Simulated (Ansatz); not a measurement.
`CNB(O)F` + `[GeH3][C]1=CO1` → `OB(F)C1=CO1` + `C[NH][GeH3]`  (redistribution)

Calculated with Ansatz (gas phase, PBE0-D4/def2-TZVP geometries, no zero-point term in ΔE). CCSD(T)/CBS is the MP2 limit (def2-TZVPP, def2-QZVPP) plus CCSD(T) − MP2 in def2-TZVPP, frozen cores. Functionals use def2-TZVPP. For Ge outer-core shells are correlated without core-valence functions, which leaves a few kJ/mol of doubt a bond. Scalar relativity is left out up to krypton. One conformer a species, not always the lowest.

`CNB(O)F`:

Cartesian coordinates in Å:
```
C 1.270 0.592 -0.289
N -0.145 0.368 -0.108
B -0.731 -0.834 0.326
O -2.070 -1.043 0.496
F 0.060 -1.877 0.604
H 1.641 1.393 0.359
H 1.810 -0.319 -0.036
H 1.512 0.850 -1.325
H -0.727 1.160 -0.321
H -2.621 -0.288 0.293
```

`[GeH3][C]1=CO1`:

Cartesian coordinates in Å:
```
Ge 0.521 1.181 0.370
C -0.286 -0.496 0.011
C -0.795 -1.633 -0.316
O -0.207 -1.371 -1.481
H 0.160 1.516 1.822
H 2.039 1.057 0.194
H -0.047 2.230 -0.594
H -1.387 -2.483 -0.005
```

`OB(F)C1=CO1`:

```xyz
8

O     0.246   -1.840   -0.697
B     0.503   -0.511   -0.647
F     1.406    0.045   -1.454
C    -0.252    0.337    0.342
C    -0.886    1.091    1.184
O    -0.162    2.041    0.657
H     0.775   -2.297   -1.357
H    -1.630    1.135    1.972
```

`C[NH][GeH3]`:

```xyz
10

C     0.759   -1.045   -0.549
N    -0.314   -0.079   -0.688
Ge   -0.574    1.126    0.677
H     0.902   -1.588   -1.487
H     0.610   -1.786    0.250
H     1.696   -0.522   -0.338
H    -1.172   -0.516   -0.990
H    -1.799    1.975    0.306
H     0.698    1.984    0.767
H    -0.807    0.452    2.052
```

| level | ΔE (kcal/mol) |
| --- | --- |
| PBE0-D4 | 15.1 |
| r2SCAN0-D4 | 15.8 |

Question: What does CCSD(T)/CBS give? (An estimate is asked.)

Answer: Ansatz gave: +16.7 kcal/mol. The listed levels differ from it by -1.6, -0.9 kcal/mol.

Largest T1 diagnostic among the species: 0.022, so the coupled-cluster value is less sure than usual.

From BLYP to BHLYP (50 % exact exchange), in def2-TZVPP and without D4, ΔE moves by +3.3 kcal/mol. Leaving LDA and LC-ωPBE aside and taking each functional with its dispersion term where it has one, the values, not all of them listed here, spread over 3.8 kcal/mol, from revPBE-D4 to PBE-QIDH. LDA lies +1.7 kcal/mol from PBE without D4.

CCSD(T)/CBS has its own doubt, a few kJ/mol and more with outer-core shells, so smaller differences from it don't rank the levels.
